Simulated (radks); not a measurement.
Results of a calculation; reference values are marked as such.
Pr0.5+, configuration [Xe] 4f2 6s1 6p1.5 (fractional occupations, a model configuration).

Level of theory: scalar-relativistic Kohn-Sham, PBE, spin-unpolarised, spherical densities, finite nucleus; Fermi nuclear charge, rms radius 4.8919 fm (a radial shooting solver on a logarithmic mesh with Libxc functionals).

Energy parts (eV):
| part | energy |
|---|---|
| total | -251339.74 |
| kinetic | 266920.48 |
| electron-nucleus | -609040.27 |
| Hartree | 96636.11 |
| exchange-correlation | -5856.06 |

Orbitals (lengths in bohr, moments of r in powers of bohr; r(max) is where P^2 peaks; r(90%) holds 90 % of the orbital's charge):
1s: occ. 2; eigenvalue (eV) -41824.84; r(90%) 0.0435; r(max) 0.01541
2s: occ. 2; eigenvalue (eV) -6739.945; r(90%) 0.159; r(max) 0.08725
2p: occ. 6; eigenvalue (eV) -6032.332; r(90%) 0.147; r(max) 0.07028
3s: occ. 2; eigenvalue (eV) -1465.335; r(90%) 0.400; r(max) 0.2491
3p: occ. 6; eigenvalue (eV) -1241.186; r(90%) 0.405; r(max) 0.2439
3d: occ. 10; eigenvalue (eV) -926.3919; r(90%) 0.387; r(max) 0.2006
4s: occ. 2; eigenvalue (eV) -302.0312; r(90%) 0.892; r(max) 0.5786
4p: occ. 6; eigenvalue (eV) -228.6385; r(90%) 0.956; r(max) 0.6038
4d: occ. 10; eigenvalue (eV) -123.5923; r(90%) 1.09; r(max) 0.6341
4f: occ. 2; eigenvalue (eV) -12.8584; r(90%) 1.76; r(max) 0.6772
5s: occ. 2; eigenvalue (eV) -48.7714; r(90%) 2.11; r(max) 1.336
5p: occ. 6; eigenvalue (eV) -30.3659; r(90%) 2.47; r(max) 1.501
6s: occ. 1; eigenvalue (eV) -7.7777; r(90%) 5.58; r(max) 3.457
6p: occ. 1.5; eigenvalue (eV) -4.5953; r(90%) 6.99; r(max) 4.282

The highest occupied level is 6p at -4.595 eV. Summed over all electrons, <r^2> = 94.73 bohr^2, which gives a Langevin (diamagnetic) susceptibility term of -75 x 10^-6 cm^3/mol.
